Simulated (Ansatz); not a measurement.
Ge3O9H6⁻. Total charge -1; doublet. Geometry PBE-D4/def2-SVP, that of the neutral singlet; atoms count from 1.

```xyz
18

Ge   -1.6154   -0.1206   -1.4668
Ge    0.4663    1.1894    1.6181
Ge    0.2321   -1.9837    1.0838
O    -1.5675   -2.2728   -1.2695
O     0.2127    2.7062    2.2384
O    -0.2751   -1.5838   -0.9821
O     2.1758    0.5190    1.2292
O     0.4049    1.7722   -0.4945
O    -1.5658   -2.6755    1.1478
O     2.8427    1.4991    0.3713
O    -1.1329   -0.0714   -3.1986
O    -0.4553   -0.3085    1.6595
H     0.0724    2.6873   -0.3578
H     3.2232    2.1211    1.0311
H    -2.0996   -1.9890    1.6036
H    -0.5299   -0.7993   -3.4499
H    -1.7976   -2.5548   -0.2381
H     1.4089    1.8652   -0.5254
```

The structure holds 2 bonds between oxygen atoms, so isomers without such links may lie far lower. The highest occupied level of the charge -1 doublet lies above zero (up to 1.57 eV). Energy differences put its binding near zero (-0.04 eV; vertical, against the charge 0 singlet, at PBE0-D4/def2-SVP), which leaves it undecided. The structure comes from a short search, and lower isomers may exist.

Estimate the Mulliken populations from the PBE0/def2-SVP orbitals of Ansatz.


```json
{"atom": "Ge1", "charge (e)": "0.38", "spin (α − β)": "0.32"}
{"atom": "Ge2", "charge (e)": "0.83", "spin (α − β)": "0.16"}
{"atom": "Ge3", "charge (e)": "0.53", "spin (α − β)": "0.19"}
{"atom": "O4", "charge (e)": "-0.31", "spin (α − β)": "0.09"}
{"atom": "O5", "charge (e)": "-0.60", "spin (α − β)": "0.02"}
{"atom": "O6", "charge (e)": "-0.45", "spin (α − β)": "0.04"}
{"atom": "O7", "charge (e)": "-0.39", "spin (α − β)": "0.01"}
{"atom": "O8", "charge (e)": "-0.22", "spin (α − β)": "-0.01"}
{"atom": "O9", "charge (e)": "-0.52", "spin (α − β)": "0.00"}
{"atom": "O10", "charge (e)": "-0.23", "spin (α − β)": "0.04"}
{"atom": "O11", "charge (e)": "-0.51", "spin (α − β)": "0.02"}
{"atom": "O12", "charge (e)": "-0.67", "spin (α − β)": "0.02"}
{"atom": "H13", "charge (e)": "0.15", "spin (α − β)": "0.05"}
{"atom": "H14", "charge (e)": "0.21", "spin (α − β)": "0.00"}
{"atom": "H15", "charge (e)": "0.18", "spin (α − β)": "0.00"}
{"atom": "H16", "charge (e)": "0.17", "spin (α − β)": "0.00"}
{"atom": "H17", "charge (e)": "0.25", "spin (α − β)": "0.02"}
{"atom": "H18", "charge (e)": "0.20", "spin (α − β)": "0.02"}
```
Mulliken values depend strongly on the basis.

Where does the spin sit?

Summed by element: Ge 0.67, O 0.24, H 0.08, of 1 unpaired in all. Largest on single atoms: Ge1 0.32, Ge3 0.19, Ge2 0.16.

And the Mayer bond orders between heavy atoms (over 0.3)?

Ge1–O4 0.36 (2.16 Å); Ge1–O6 0.49 (2.04 Å); Ge1–O11 0.99 (1.80 Å); Ge2–O5 1.82 (1.66 Å); Ge2–O7 0.69 (1.88 Å); Ge2–O8 0.35 (2.19 Å); Ge2–O12 1.02 (1.76 Å); Ge3–O6 0.46 (2.16 Å); Ge3–O9 0.69 (1.93 Å); Ge3–O12 0.72 (1.90 Å); O4–O6 0.77 (1.49 Å); O7–O10 0.87 (1.46 Å).
